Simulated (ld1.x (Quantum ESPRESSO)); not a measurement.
**Building the TM potential for praseodymium (Pr) (LDA (PZ), scalar-relativistic).**

```json
{"Element": "praseodymium", "Generator": "ld1.x (Quantum ESPRESSO) 7.5", "Type": "norm-conserving Troullier–Martins (Kleinman–Bylander form)", "Functional": "LDA (PZ)", "Relativity": "scalar-relativistic", "Frozen core": "[Kr] 4d10 5s2", "Valence charge": "11", "Reference configuration": "4f2 5p6 5d1 6s2 6p0", "Partial waves": "6s (bound): rc 3.40 bohr; 5p (bound): rc 1.75 bohr; 5d (bound): rc 2.45 bohr; 4f (bound): rc 1.80 bohr", "Local potential": "all-electron potential smoothed inside 2.15 bohr (lloc = -2)", "Core correction": "none"}
```

What the tests gave:

```json
{
  "Cutoffs needed": "110 Ry and 140 Ry (the cutoffs (Ry, on a coarse ladder) from which the occupation-weighted sum of valence levels, in a spherical-Bessel basis at the reference potential, stays within 10 and 1 mRy of its value at 400 Ry)",
  "Ghost test": "ghost state, extra bound levels that the all-electron valence spectrum of the same l lacks: s at -20.7 eV; a true bound ghost makes a file unfit for plane-wave use (spherical-Bessel basis up to 400 Ry, 20 bohr box)",
  "Largest excitation error": "-358 meV (all-electron minus pseudo) for 4f4 5p6 5d0 6s0 6p0, out of 7 test configurations"
}
```

Generation and tests took about 2.2 s on one core of a shared server CPU.
